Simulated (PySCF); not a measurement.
Palladium: a sound run and one with changed settings

Sound run: Pd [Kr] 4d10, Pd⁺ [Kr] 4d9. All numbers are calculated (PySCF 2.14, scalar relativity through the core potential, in def2-SVP with the def2 core potential (28 electrons)). The sound run starts from symmetry-adapted Hartree-Fock orbitals and uses a fine grid where one is needed.

Changed run: radial step 0.5 in ln r (0.13 in the sound run). This setting is unsound on purpose.

```csv
species,method,sound run (hartree),changed run (hartree),converged
Pd,UHF,-127.00035,-127.00035,yes
Pd,MN15,-127.58714,-127.83789,yes
Pd,PBE,-127.84750,-127.83288,yes
Pd⁺,UHF,-126.76992,-126.76992,yes
Pd⁺,MN15,-127.26615,-127.52388,yes
Pd⁺,PBE,-127.52710,-127.51137,yes
```

Ionisation energy of Pd:

```csv
method,sound run (eV),changed run (eV)
UHF,6.270,6.270
MN15,8.735,8.545
PBE,8.719,8.749
```

A coarse radial grid mis-integrates the density and the exchange-correlation energy, with errors of either sign; Hartree-Fock needs no grid.

For comparison, NIST gives 8.337 eV between the lowest levels.
